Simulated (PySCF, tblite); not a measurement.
A set of runs on `CC(O[SiH3])O[SiH3]`; the geometry of each is named by its level. Settings lines and outputs come from a driver script.

Species: C₂H₁₀O₂Si₂.
Atom-mapped SMILES: `[CH3:1][CH:2]([O:3][SiH3:4])[O:5][SiH3:6]` (hydrogens: H7, H8, H9 on C1; H10 on C2; H11, H12, H13 on Si4; H14, H15, H16 on Si6)

Step 1: GFN2-xTB geometry optimisation, gas phase (tblite 0.8.0) (from a force-field or distance-geometry start)
```json
{"job": {"kind": "relax", "xc": "GFN2-xTB", "basis": "xTB"}, "charge": 0, "multiplicity": 1}
```
```
step      E/eV     max force
  0    -573.20634    2.491
  1    -573.41847    1.073
  2    -573.48670    0.696
...
260    -574.13315    0.018
261    -574.13329    0.040
262    -574.13335    0.021
263    -574.13338    0.013
264    -574.13341    0.009
```

Energy lowered by 21.4 kcal/mol over 264 steps; largest atomic force 0.009 eV/Å at the end. «max force» is the largest atomic force in eV/Å.

Hardware: one thread of an Arm Neoverse V1, on a shared host. Cost: 1.7 s of wall time.

Step 2: GFN2-xTB harmonic vibrations, gas phase (tblite 0.8.0) (on the GFN2-xTB geometry)
```json
{"job": {"kind": "ir", "xc": "GFN2-xTB", "basis": "xTB"}, "charge": 0, "multiplicity": 1}
```
```
(table of modes left out)
```

42 modes from 49 to 3050 cm⁻¹ (unscaled, harmonic); zero-point energy 70.1 kcal/mol; all wavenumbers are real at this level.

Time: 0.51 s wall. Hardware: an Arm Neoverse V1 with one thread, no GPU, shared host with 32 logical CPUs at a one-minute load of 6.4.

Step 3: TDDFT CAM-B3LYP/def2-SVPD, vertical, gas phase, core orbitals frozen in the response (PySCF 2.14.0, density-fitted response routines) (on the GFN2-xTB geometry)
```json
{"job": {"kind": "uv", "xc": "CAM-B3LYP", "basis": "def2-SVPD", "nstates": 8, "ntriplets": 3}, "charge": 0, "multiplicity": 1}
```
```
...
Static polarisability (au): isotropic 82.368, principal 74.535 83.684 88.885
Singlet excitations
state   eV       nm        f      main configurations
  1   7.4555    166.3   0.01079   H->L 0.74
  2   7.6562    161.9   0.00361   H-2->L 0.40, H-1->L 0.24, H->L+2 0.09
  3   7.7117    160.8   0.00592   H-1->L 0.49, H-2->L 0.16
  4   8.1523    152.1   0.02240   H-1->L+2 0.32, H-3->L 0.24, H->L+2 0.14
  5   8.2859    149.6   0.02713   H->L+1 0.42, H-2->L+2 0.14
  6   8.5456    145.1   0.04826   H->L+2 0.26, H-2->L+1 0.20, H-2->L 0.16
  7   8.5904    144.3   0.01315   H->L+3 0.35, H->L+1 0.15
  8   8.6081    144.0   0.02795   H-1->L+1 0.56, H-3->L+2 0.09
Triplet excitations (Tamm-Dancoff, eV): 7.1460 7.2757 7.3685
```

HOMO -9.66 eV, LUMO 0.97 eV; lowest singlet 7.46 eV; lowest triplet 7.15 eV (Tamm–Dancoff); mean polarisability 82.4 au.

Time: 64 s wall (with the writing of density and orbital grids); peak memory 0.98 GiB. Hardware: one thread of an Arm Neoverse V1, no GPU, shared host with 32 logical CPUs at a one-minute load of 19.

Geometry of the electronic-property runs (GFN2-xTB):
```
atom  x, y, z in Å
C1     0.1549   -1.9794    0.1350
C2     0.5144   -0.5341    0.4555
O3    -0.5333    0.1473    1.0428
Si4   -2.0107    0.4876    0.4529
O5     0.9318    0.0854   -0.7085
Si6    1.5323    1.5883   -0.8792
H7    -0.6018   -1.9899   -0.6450
H8     1.0392   -2.5032   -0.2161
H9    -0.2317   -2.4642    1.0266
H10    1.3363   -0.5102    1.1932
H11   -2.4624    1.3707    1.5174
H12   -2.8262   -0.7274    0.3403
H13   -1.9635    1.1305   -0.8603
H14    0.5754    2.6260   -0.4953
H15    2.7410    1.7420   -0.0623
H16    1.7967    1.5396   -2.3084
```

 (This holds for the electronic-property runs.)

One conformer stands for the species.
